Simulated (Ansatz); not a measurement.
Consider the atomization: `C#C[SiH2]C#C` → 4 C• + 4 H• + Si•.

Calculated with Ansatz (gas phase, PBE0-D4/def2-TZVP geometries, no zero-point term in ΔE). CBS: MP2 limit from def2 TZ/QZ plus the TZ coupled-cluster correction, frozen cores. This one scheme is used for every species, atoms too. Functionals use def2-TZVPP. HSE06 is defined as in plane-wave codes. Open shells (•) are unrestricted, without spin–orbit coupling. Spin–orbit coupling would lower the free atoms: a little for C, Si.

`C#C[SiH2]C#C`:

```xyz
9

C    -1.200    1.429   -1.817
C    -0.909    0.543   -1.053
Si   -0.487   -0.807    0.095
C     1.012   -0.371    1.032
C     2.004   -0.096    1.660
H    -1.455    2.213   -2.492
H    -1.610   -1.016    1.037
H    -0.237   -2.046   -0.677
H     2.882    0.150    2.213
```

| level | ΔE (kcal/mol) | difference from CCSD(T)/CBS |
| --- | --- | --- |
| LDA (SPW92) | 1047.6 | 126.9 |
| PBE0-D4 | 924.1 | 3.4 |
| BHLYP-D4 | 890.4 | -30.3 |
| ωB97M-V | 922.5 | 1.8 |
| BLYP | 914.0 | -6.7 |
| HSE06 | 921.5 | 0.8 |
| CCSD/def2-SVP | 861.0 | -59.7 |
| HF/def2-TZVPP | 675.0 | -245.7 |
| HF/CBS(def2) | 676.4 | -244.3 |
| CCSD/CBS(def2) | 902.6 | -18.1 |
| CCSD(T)/CBS | 920.7 | 0 |

Largest T1 diagnostic among the species: 0.013.

From PBE to PBE0 (25 % exact exchange), in def2-TZVPP and without D4, ΔE moves by −20.0 kcal/mol: exact exchange takes away binding that semilocal exchange gives to molecules. Leaving LDA and LC-ωPBE aside and taking each functional with its dispersion term where it has one, the values, not all of them listed here, spread over 54.4 kcal/mol, from BHLYP-D4 to PBE-D4. LDA lies +107.1 kcal/mol from PBE without D4, its usual overbinding. In def2-TZVPP, CCSD(T) changes the Hartree–Fock value by +221.2 kcal/mol (the triples alone add +18.1 kcal/mol) and MP2 by +247.2 kcal/mol; breaking electron pairs costs correlation energy, which Hartree–Fock lacks.

For atomizations the MP2-based limit and the directly extrapolated one differ by several kJ/mol either way, and by 10 to 25 for some Ge, Se and Sn compounds, so smaller differences from it don't rank the levels.
